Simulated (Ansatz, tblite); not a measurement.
Spin states of Si19AsH32⁻, each relaxed with PBE-D4/def2-SVP in Ansatz. Electronic energies in the gas phase.

The xTB rows come from tblite. B3LYP takes the VWN-RPA correlation. Correlated methods freeze 104 core orbitals; core or outer-core shells of As are correlated, in sets that lack core-valence functions. Single mean-field runs in def2-SVP are fitted with def2-universal-jkfit.

Singlet geometry:

Cartesian coordinates in Å:
```
Si 1.1144 -4.0843 -0.5167
Si -4.2623 -1.2802 -2.5458
Si -3.4180 1.2987 0.3403
As -1.3082 -1.5358 -0.1157
Si 1.7195 -0.3196 -2.0654
Si -0.2838 0.9315 -2.0935
Si 1.5050 0.1699 1.1929
Si 4.1191 -2.1938 0.6370
Si -0.4828 3.2399 1.4668
Si 2.6584 3.5762 -0.5254
Si -3.0271 -2.7952 -1.2287
Si -0.4291 -3.3787 1.0966
Si 2.5570 -2.3307 -1.1382
Si -2.8281 -0.6569 1.4929
Si -4.9558 0.6051 -1.3047
Si -1.4179 2.2572 -0.4723
Si 3.0098 -1.1496 2.4427
Si 0.5778 1.6111 2.8087
Si 3.2841 1.6973 0.7606
Si 1.1133 4.8092 0.7459
H 1.9570 -5.2595 -0.0715
H 0.2867 -4.5583 -1.6904
H -5.4931 -1.9458 -3.1249
H -3.4147 -0.8338 -3.7095
H -4.1309 2.3102 1.2129
H 1.7390 -0.6426 -3.5639
H 2.8510 0.6702 -1.9335
H -1.3626 0.1643 -2.8249
H 0.1308 1.9875 -3.1071
H 4.5709 -3.6204 0.8825
H 5.3457 -1.4445 0.1752
H -1.6534 3.9642 2.1067
H 1.9554 3.2070 -1.8104
H 3.8351 4.4495 -0.9114
H -3.9673 -3.5440 -0.3110
H -2.3827 -3.8148 -2.1386
H -1.4720 -4.4250 1.4236
H 0.1942 -2.9056 2.3798
H 3.3038 -2.9441 -2.3162
H -4.0032 -1.5659 1.7769
H -2.1031 -0.3950 2.7847
H -6.2414 0.2176 -0.6038
H -5.3066 1.7288 -2.2542
H -1.9100 3.4118 -1.3290
H 2.3716 -2.2598 3.2542
H 4.0404 -0.5162 3.3604
H -0.4891 0.9800 3.6792
H 1.4864 2.3634 3.7652
H 4.4430 1.0504 0.0304
H 3.9093 2.3220 1.9969
H 0.4696 5.9308 -0.0445
H 1.7954 5.4465 1.9380
```

Triplet geometry:

Cartesian coordinates in Å:
```
Si -2.828 3.090 2.178
Si -3.871 -2.806 -0.591
Si -1.004 -1.869 -3.093
As -1.786 0.532 -0.331
Si -0.308 0.126 2.704
Si 0.308 -1.917 0.594
Si 1.561 0.837 0.435
Si 0.873 3.781 2.805
Si 2.707 -1.494 -2.359
Si 4.420 -1.780 1.189
Si -3.928 -0.506 -0.073
Si -2.705 2.731 -0.148
Si -0.910 2.341 3.333
Si -1.781 0.323 -2.709
Si -2.908 -3.203 -2.708
Si 0.736 -2.557 -1.656
Si 1.548 3.215 0.625
Si 2.438 0.770 -1.784
Si 3.563 0.379 1.611
Si 4.562 -2.251 -1.122
H -3.109 4.551 2.462
H -4.039 2.325 2.665
H -5.298 -3.318 -0.614
H -3.138 -3.578 0.474
H -0.630 -2.039 -4.552
H -1.560 -0.687 3.037
H 0.720 -0.295 3.745
H -1.045 -2.570 0.888
H 1.303 -2.747 1.399
H 0.491 5.237 2.970
H 2.012 3.520 3.766
H 2.982 -1.739 -3.829
H 3.598 -2.853 1.855
H 5.824 -1.909 1.749
H -4.993 0.127 -0.941
H -4.358 -0.325 1.362
H -4.058 2.890 -0.807
H -1.760 3.702 -0.807
H -1.270 2.518 4.801
H -3.141 0.516 -3.348
H -0.859 1.373 -3.273
H -3.970 -2.882 -3.740
H -2.598 -4.677 -2.849
H 0.851 -4.052 -1.914
H 0.544 3.815 -0.335
H 2.874 3.887 0.310
H 1.485 1.420 -2.762
H 3.769 1.482 -1.958
H 3.408 0.515 3.109
H 4.680 1.326 1.220
H 4.806 -3.731 -1.330
H 5.792 -1.543 -1.651
```

⟨S²⟩: triplet 2.01 at PBE0-D4/def2-SVP (pure 2.00).

Only these spin states were relaxed. The triplet has other bonds than the singlet, so the gap mixes isomer and spin.

```csv
level,triplet − singlet (kcal/mol),lowest of these
GFN2-xTB,33.7,singlet
HF/STO-3G,53.6,singlet
PBE-D4/def2-SVP,37.3,singlet
r2SCAN-D4/def2-SVP,38.4,singlet
B97M-V/def2-SVP,43.3,singlet
B3LYP-D4/def2-SVP,39.6,singlet
PBE0-D4/def2-SVP,41.1,singlet
PBE-QIDH/def2-SVP,47.3,singlet
```

Change of the triplet − singlet gap on mixing in exact exchange, in kcal/mol: PBE to PBE0 (25 % exact exchange) 3.8.

The xTB methods have no spin-polarisation term.
